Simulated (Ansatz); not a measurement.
The cluster PtS₃⁻. Charge -1, multiplicity 2. Geometry r2SCAN-D4/def2-SVPD; atoms count from 1.

| atom | x (Å) | y (Å) | z (Å) |
| --- | --- | --- | --- |
| Pt1 | -0.3652 | -0.2141 | -0.3210 |
| S2 | 0.3251 | 1.5051 | 1.0743 |
| S3 | 1.7200 | -0.0204 | 0.8897 |
| S4 | -1.6800 | -1.2706 | -1.6431 |

In the def2 sets Pt takes a core potential; there is no spin–orbit coupling. The structure comes from a short search, and lower isomers may exist.

Problem. Estimate the Mulliken populations from the PBE0/def2-TZVPD orbitals of Ansatz.

Solution. 
| atom | charge (e) | spin (α − β) | d electrons |
| --- | --- | --- | --- |
| Pt1 | 0.19 | 0.33 | 8.50 |
| S2 | -0.34 | 0.03 | – |
| S3 | -0.39 | -0.04 | – |
| S4 | -0.45 | 0.68 | – |
Mulliken values depend strongly on the basis. With diffuse functions, as here, like atoms can get unlike values, and bond orders can come out too low or too high.

Problem. Where does the spin sit?

Solution. Summed by element: Pt 0.33, S 0.67, of 1 unpaired in all. Largest on single atoms: S4 0.68, Pt1 0.33, S3 -0.04.

Problem. And the Mayer bond orders between heavy atoms (over 0.3)?

Solution. Pt1–S2 0.72 (2.32 Å); Pt1–S3 0.65 (2.42 Å); Pt1–S4 1.62 (2.14 Å); S2–S3 1.01 (2.08 Å).
